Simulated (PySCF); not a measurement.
# Electron correlation in Ge⁺ (germanium, charge +1)

Starting occupation: [Ar] 3d10 4s2 4p1, 4p1/2 with m_j = +1/2. All numbers are calculated (PySCF 2.14, X2C-1e with screened-nucleus spin-orbit coupling, Gaussian nucleus, in x2c-TZVPPall-2c with one added diffuse shell each of s, p, d type (7s8p5d1f, 63 functions)). Frozen: [Ar]; 13 electrons correlated; the 6 highest virtual spinors left out.

MP2 pair energies summed by pair of shells (mhartree):

```
 pair   energy  share (%)
3d-3d  -109.53       64.2
4s-4s   -20.56       12.1
3d-4s   -19.14       11.2
4p-4s   -14.97        8.8
3d-4p    -6.32        3.7
```

Total MP2 correlation energy: -170.53 mhartree.

| level | correlation energy (mhartree) |
| --- | --- |
| CCSD | -176.52 |
| (T) | -5.37 |
| CCSD(T) | -181.89 |

Diagnostics: T1 = 0.030, largest double amplitude 0.086.

T1 exceeds 0.03, a sign that the reference determinant is poor.

Cost of the coupled-cluster step: 180 s of wall time on 4 threads of Neoverse-V2 (shared host), for 13 occupied and 89 virtual spinors.

The GHF reference relaxed away from the jj start to a determinant that is no pure jj level (⟨S²⟩ = 0.77, ⟨J²⟩ = 0.85); the energies belong to that determinant.

This basis was not built for core-valence correlation, so the inner-shell part is incomplete.
